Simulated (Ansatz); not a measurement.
`NB(F)[TeH]` and `C[SiH2]B(N)F` differ in one atom or group.

Ansatz, PBE0-D4/def2-TZVP geometries, multiplicity 1. Each molecule was computed in one conformer, which needn't be the lowest.

Elements past krypton have def2 core potentials.  Spin–orbit coupling is left out; it splits and shifts lone-pair levels of the heavy atoms by tenths of an eV.

```csv
property,`NB(F)[TeH]`
LUMO energy (PBE/def2-TZVPP) / eV,-1.20
HOMO–LUMO gap (PBE/def2-TZVPP) / eV,4.20
size of the dipole moment (B3LYP/def2-TZVPP) / D,2.59
LUMO energy (ωB97M-V/def2-TZVPP) / eV,1.43
LUMO energy (B3LYP/def2-TZVPP) / eV,-0.63
size of the dipole moment (PBE/def2-TZVPP) / D,2.59
```

(1) What does the change do to each property? (Estimate.)

Results:

(1) The calculation gave: 
```
                                        property  `C[SiH2]B(N)F`  shift
               LUMO energy (PBE/def2-TZVPP) / eV           -0.99   0.21
             HOMO–LUMO gap (PBE/def2-TZVPP) / eV            5.65   1.45
size of the dipole moment (B3LYP/def2-TZVPP) / D            1.99  -0.60
           LUMO energy (ωB97M-V/def2-TZVPP) / eV            1.70   0.27
             LUMO energy (B3LYP/def2-TZVPP) / eV           -0.31   0.32
  size of the dipole moment (PBE/def2-TZVPP) / D            1.97  -0.62
```

With PBE0 the HOMO falls by 1.53 eV and the LUMO rises by 0.28 eV, so the gap widens by about 1.81 eV. PBE moves the HOMO by -1.25 eV and ωB97M-V by -1.64 eV. The zero-point energy changes by 123.7 kJ/mol with +15 modes. Dipoles are sizes alone; their direction can turn.

B3LYP here is the variant with VWN-RPA as its local correlation; programs differ in this.
